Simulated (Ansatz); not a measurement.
The cluster SnSe₂⁻, relaxed as a doublet with UKS r2SCAN-D4/def2-TZVPD in Ansatz, starting from the GFN1-xTB geometry. Force threshold 0.02 eV/Å.

In the def2 sets Sn takes a core potential; there is no spin–orbit coupling. The highest occupied level of the charge -1 doublet lies above zero (up to 0.70 eV). The electron is either unbound and held by the finite basis, or the level is raised by self-interaction error. Another isomer (doublet) lies 0.47 eV lower at PBE0-D4/def2-TZVPD; other spin states weren't run for this one.

Start:

```xyz
3

Sn   -1.498   -0.474   -0.104
Se    0.501    1.180   -0.670
Se    0.997   -0.706    0.774
```

```
step   energy (eV)  largest force component (eV/Å)  SCF passes
   1  -136536.0754                           0.244          20
   2  -136536.0795                           0.054          22
   3  -136536.0797                           0.007          24
```

Force components are those of the run's own axes.

End:

Cartesian coordinates in Å:
```
Sn -1.503 -0.476 -0.105
Se 0.506 1.170 -0.661
Se 0.997 -0.694 0.766
```

By distances, no bond broke or formed. The bond that changes most is Se2–Se3, from 2.43 to 2.40 Å (atoms count from 1).

No frequencies were taken in this run, so the end may be a saddle point.

Hardware: 2 threads of Arm Neoverse V2 on a shared host. Wall time 26 s.
